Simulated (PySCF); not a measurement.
Cl₂H₂OSSi. Atoms are numbered in the order given.

```xyz
7

O      0.5475    -1.4063    -1.1718
Si     0.0802    -0.1999    -0.1607
S      1.6597     1.1813     0.0431
Cl    -1.6448     0.6352    -0.9143
Cl    -0.3385    -0.8827     1.7242
H     -0.1468    -1.9642    -1.5393
H      1.8041     1.3190    -1.2948
```

Geometry optimised at PBE0-D3(BJ)/def2-SVP. The structure was generated by enumeration, and PubChem lists no compound with its InChIKey, so it may never have been made. One conformer was computed; it need not be the lowest.

Calculation: TDA-PBE0/def2-SVPD (PySCF).

Vertical excitations. Isolated molecule, no solvent.

Q: Estimate the UV-visible absorptions. (Estimate from the structure and the level; the computed values follow.)

A: 
| state | energy (eV) | λ (nm) | f | main pairs |
|---|---|---|---|---|
| S1 | 6.28 | 197 | 0.010 | HOMO→LUMO+1 59 %, HOMO→LUMO 37 % |
| S2 | 6.53 | 190 | 0.021 | HOMO→LUMO 58 %, HOMO→LUMO+1 35 % |
| S3 | 7.17 | 173 | 0.009 | HOMO→LUMO+2 78 % |
| S4 | 7.60 | 163 | 0.012 | HOMO−1→LUMO 91 % |
| S5 | 7.65 | 162 | 0.018 | HOMO→LUMO+3 62 %, HOMO→LUMO+4 16 % |
| S6 | 7.77 | 160 | 0.020 | HOMO→LUMO+4 61 %, HOMO→LUMO+3 24 % |
| S7 | 7.92 | 157 | 0.016 | HOMO−2→LUMO 72 %, HOMO−3→LUMO 14 % |
| S8 | 8.11 | 153 | 0.178 | HOMO−3→LUMO 59 % |
| S9 | 8.17 | 152 | 0.009 | HOMO−1→LUMO+1 71 %, HOMO−1→LUMO+2 11 % |
| S10 | 8.30 | 149 | 0.010 | HOMO−1→LUMO+2 39 %, HOMO−2→LUMO+1 23 %, HOMO−3→LUMO+1 12 % |
| T1 | 5.81 | 213 | 0 | HOMO→LUMO+1 70 %, HOMO→LUMO 25 % |
| T2 | 6.05 | 205 | 0 | HOMO→LUMO 57 %, HOMO→LUMO+1 21 %, HOMO→LUMO+2 15 % |
| T3 | 6.86 | 181 | 0 | HOMO→LUMO+2 63 % |
| T4 | 7.15 | 173 | 0 | HOMO−1→LUMO 29 %, HOMO→LUMO+4 25 %, HOMO→LUMO+3 7 %, HOMO→LUMO+2 7 % |
Triplets are in the Tamm–Dancoff approximation.
